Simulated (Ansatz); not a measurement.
C₂H₈OSi₂ (`CC(=O)[SiH2][SiH3]`), 13 atoms. Total charge 0; spin multiplicity 1. All runs use 4 threads of an Arm Neoverse V2 on a shared host. Correlated methods freeze the cores.

(1) Give the basis size and wall time and peak host memory of each of these runs in Ansatz. RHF-MP2/def2-QZVPP energy; RKS PBE0-D4/def2-SVP energy; RKS PBE0-D4/def2-QZVPP energy; RKS ωB97M-V/def2-SVP energy; RHF-CCSD(T)/def2-SVP energy; RKS PBE0-D4/def2-TZVPP energy; direct RPA on PBE orbitals/def2-TZVPP energy; RKS PBE0-D4/def2-TZVP relaxation (21 steps); RKS ωB97M-V/def2-QZVPP energy; RKS PBE0-D4/def2-TZVP frequencies; RKS ωB97X-V/def2-TZVPP energy; RKS ωB97M-V/def2-TZVPP energy and forces. (Estimate.)

Answers

(1) Ansatz gave: Other jobs shared the machine, so times are rough.

| level | job | functions | wall time | peak host memory (GiB) |
| --- | --- | --- | --- | --- |
| RKS PBE0-D4/def2-SVP | energy | 118 | 1 s | 0.53 |
| RKS PBE0-D4/def2-TZVPP | energy | 289 | 3 s | 0.8 |
| RKS ωB97M-V/def2-SVP | energy | 118 | 4.1 s | 0.53 |
| direct RPA on PBE orbitals/def2-TZVPP | energy | 289 | 5.5 s | 0.79 |
| RHF-CCSD(T)/def2-SVP | energy | 118 | 5.5 s | 0.6 |
| RKS ωB97X-V/def2-TZVPP | energy | 289 | 8 s | 0.99 |
| RKS PBE0-D4/def2-QZVPP | energy | 551 | 8.5 s | 2.3 |
| RKS ωB97M-V/def2-TZVPP | energy and forces | 289 | 12 s | 1.2 |
| RKS ωB97M-V/def2-QZVPP | energy | 551 | 19 s | 2.7 |
| RHF-MP2/def2-QZVPP | energy | 551 | 24 s | 4 |
| RKS PBE0-D4/def2-TZVP | relaxation (21 steps) | 215 | 64 s | 0.61 |
| RKS PBE0-D4/def2-TZVP | frequencies | 215 | 2.8 min | 0.62 |
